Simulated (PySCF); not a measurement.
# C₆ coefficients of unlike pairs at PBE0

Calculated with PySCF 2.14 from the dipole response of each species, C₆(A,B) = (3/π) ∫ α_A(iu) α_B(iu) du, in atomic units, from isotropic polarisabilities. For ions this is the dispersion term alone; charge-induced terms of lower order in 1/R come first.

| species | configuration | basis | relativity | α (bohr³) | C₆ (like pair) |
| --- | --- | --- | --- | --- | --- |
| P⁺ | [Ne] 3s2 3p2 (3P) | aug-cc-pV(Q+d)Z (7s6p5d3f2g) | none | 14.31 | 73.69 |
| Sn⁺ | [Kr] 4d10 5s2 5p1 (2P) | aug-cc-pV5Z-PP with ECP28MDF (8s8p6d4f3g2h) | core potential | 27.21 | 208.4 |
| Br²⁺ | [Ar] 3d10 4s2 4p3 (4S) | aug-cc-pVQZ-PP with one added diffuse shell each of s, p, d, f, g type with ECP10MDF (8s7p6d4f3g) | core potential | 8.303 | 39.68 |
| As²⁺ | [Ar] 3d10 4s2 4p1 (2P) | def2-QZVPPD (12s7p5d4f1g) | none | 10.66 | 47.48 |

(1) Estimate C₆ for Br²⁺ with P⁺.

No spin-orbit coupling is included.

The other pairs:

```tsv
pair	C₆
As²⁺, Sn⁺	98.20
As²⁺, Br²⁺	42.98
Br²⁺, Sn⁺	87.17
As²⁺, P⁺	58.82
Sn⁺, P⁺	123.2
```

## Answers

(1) The integral gives 52.69. The combination rule 2 C_A C_B / (C_A α_B/α_A + C_B α_A/α_B) gives 52.62 and the geometric mean 54.08.
